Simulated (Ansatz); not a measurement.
Consider the hydrogenolysis of a C–C bond: `CC[O][Ga]([CH3])[F]` + H₂ → `C[O][Ga]([CH3])[F]` + CH₄.

Isolated molecules relaxed with PBE0-D4/def2-TZVP in Ansatz; ΔE leaves out vibrations. CBS: MP2 limit from def2 TZ/QZ plus the TZ coupled-cluster correction, frozen cores. This one scheme is used for every species. Functionals use def2-TZVPP. B3LYP here is the variant with VWN-RPA as its local correlation; programs differ in this. For Ga outer-core shells are correlated without core-valence functions, which leaves a few kJ/mol of doubt a bond. Scalar relativity is left out up to krypton. One conformer a species, not always the lowest.

```
             level  ΔE (kJ/mol)  difference from CCSD(T)/CBS
            PBE-D4        -43.9                          0.5
           PBE0-D4        -46.9                         -2.5
           ωB97X-V        -45.7                         -1.3
             B3LYP        -56.6                        -12.2
   CCSD/def2-TZVPP        -49.5                         -5.1
CCSD(T)/def2-TZVPP        -45.7                         -1.3
    MP2/def2-QZVPP        -42.4                          2.0
SCS-MP2/def2-QZVPP        -46.4                         -2.0
      HF/CBS(def2)        -65.5                        -21.1
    CCSD/CBS(def2)        -48.3                         -3.9
       CCSD(T)/CBS        -44.4                            0
```

Largest T1 diagnostic among the species: 0.014.

The D4 term adds +8.8 kJ/mol with B3LYP and +4.7 kJ/mol with PBE0; it sums over pairs of atoms, weighted by their polarisabilities, and B3LYP, whose exchange is more repulsive, gets the larger term. In def2-TZVPP, CCSD(T) changes the Hartree–Fock value by +19.3 kJ/mol (the triples alone add +3.8 kJ/mol) and MP2 by +22.0 kJ/mol.
